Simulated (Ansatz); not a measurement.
Gas-phase electronic energies from Ansatz, PBE0-D4/def2-TZVP geometries. CCSD(T)/CBS adds triple-zeta CCSD(T) − MP2 to the extrapolated MP2 energy (def2 sets, frozen cores). def2 core potentials past Kr. For Sn outer-core shells are correlated without core-valence functions, which leaves a few kJ/mol of doubt a bond. Each species was taken in one conformer, which may not be the lowest.

`FC[SiH2][SnH3]` + `[SiH3]C=S` → `S=C[SiH2][SnH3]` + `FC[SiH3]`  (formal exchange of groups at the Sn–Si bond)

| species | HF/CBS(def2) energy (Eh) |
| --- | --- |
| `FC[SiH2][SnH3]` | -643.72358 |
| `[SiH3]C=S` | -726.68492 |
| `S=C[SiH2][SnH3]` | -941.18941 |
| `FC[SiH3]` | -429.21961 |

Q: Work out ΔE.

A: ΔE = (-941.18941) + (-429.21961) − (-643.72358) − (-726.68492) = -0.00052 Eh = -0.01 eV. CCSD(T)/CBS gives -0.04 eV.

Largest T1 diagnostic among the species: 0.015.
